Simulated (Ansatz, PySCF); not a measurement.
Species: BPH$_{3}$, charge 0, doublet. BPH3 (SMILES B[PH], doublet).
B3LYP-D3(BJ)/def2-TZVP minimum from Ansatz (an electronic-structure program):
```
B
H 1 1.1911
H 1 1.1923 2 119.35
P 1 1.8822 2 120.50 3 -174.07
H 4 1.4238 1 96.61 2 -142.94
```
Charge 0, spin multiplicity 2.

Atomisation energy term by term, kcal/mol (programs: Ansatz). UHF or UKS for unpaired electrons; spin-orbit terms are left out. Cores are frozen in correlated methods. Rows without X2C or -DK are non-relativistic. CBS(X,Y): correlation extrapolated as X^-3, Hartree-Fock from the larger set. A bracket is a step between two methods taken in the basis named. '+ core + X2C': CCSD(T) terms for core correlation (cc-pwCVTZ, 1s frozen past Ne) and scalar relativity (cc-pVTZ-DK). Where a partner has so few electrons that a lower coupled-cluster level is exact, that level stands in.

```json
[
 {"term": "Hartree-Fock", "basis": "cc-pV(Q+d)Z", "kcal/mol": "250.00"},
 {"term": "CCSD correlation", "basis": "CBS(cc-pV(T+d)Z,cc-pV(Q+d)Z)", "kcal/mol": "73.26"},
 {"term": "(T)", "basis": "CBS(cc-pV(T+d)Z,cc-pV(Q+d)Z)", "kcal/mol": "3.63"},
 {"term": "CCSDT(Q) - CCSD(T)", "basis": "cc-pV(T+d)Z", "kcal/mol": "0.36"},
 {"term": "core correlation", "basis": "cc-pwCVTZ", "kcal/mol": "1.41"},
 {"term": "scalar relativity", "basis": "X2C, cc-pVTZ-DK", "kcal/mol": "-0.38"},
 {"term": "minus zero-point energy", "basis": "Hessian by PySCF at B3LYP-D3(BJ)/def2-TZVP", "kcal/mol": "-17.21"},
 {"term": "sum: D0", "basis": "", "kcal/mol": "311.1"}
]
```

The step beyond CCSD(T) by other levels: CCSDT(Q) in cc-pV(D+d)Z 0.47 kcal/mol.
